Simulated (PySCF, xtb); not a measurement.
Ga(Me)2(SH) (C₂H₇GaS), SMILES [CH3][Ga]([CH3])[SH].

GFN2-xTB (xtb 6.7.1) at its own geometry gives an orbital gap of 3.94 eV and a dipole moment of 3.34 D.

Coordinates come from a B3LYP-D3(BJ)/def2-SVP optimisation. The structure was generated by enumeration; whether it is a known compound was not checked. Other conformers were not sampled.

What does r2SCAN/def2-TZVP in PySCF give? (Estimate from the structure and the level; the computed values follow.)

gap 5.21 eV (levels -6.40 and -1.19 eV), dipole 1.97 D.
